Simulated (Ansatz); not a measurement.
CH$_{6}$ClFSi$_{2}$ (`F[SiH2]C[SiH2]Cl`), relaxed with RKS PBE-D4/def2-SVP in Ansatz 0.2.0 from a rough embedded geometry. The force threshold is 0.03 eV/Å; the program also tests the step.

Charge 0, multiplicity 1.

Start:

```xyz
11

F    -2.586   -0.950    0.750
Si   -1.467    0.053    0.331
C     0.094   -0.863    0.076
Si    1.423    0.406   -0.269
Cl    1.231    1.134   -2.195
H    -1.318    1.050    1.490
H    -1.904    0.834   -0.839
H     0.016   -1.549   -0.749
H     0.344   -1.462    0.955
H     2.746   -0.239   -0.200
H     1.423    1.584    0.649
```

```tsv
step	energy (eV)	largest force (eV/Å)	largest move (Å)
1	-32103.0978	2.677	0.000
2	-32103.3352	1.607	0.116
3	-32103.3878	0.397	0.051
4	-32103.3950	0.142	0.077
5	-32103.4003	0.146	0.104
6	-32103.4025	0.123	0.066
7	-32103.4050	0.089	0.086
8	-32103.4076	0.091	0.097
9	-32103.4096	0.148	0.133
10	-32103.4132	0.113	0.040
11	-32103.4184	0.091	0.081
12	-32103.4215	0.022	0.095
13 (rejected)	-32103.4208	0.115	0.168
14	-32103.4227	0.050	0.082
15	-32103.4228	0.034	0.036
16	-32103.4230	0.014	0.011
```

End:

```xyz
11

F    -2.599   -0.909    1.025
Si   -1.555    0.068    0.213
C     0.119   -0.792    0.132
Si    1.558    0.364   -0.226
Cl    0.981    1.688   -1.742
H    -1.448    1.352    0.984
H    -2.117    0.293   -1.157
H     0.082   -1.596   -0.633
H     0.312   -1.278    1.115
H     2.777   -0.373   -0.698
H     1.889    1.184    0.986
```

Run time 17 s (4 threads of an Arm Neoverse V2 on a shared host); peak host memory 0.16 GiB.
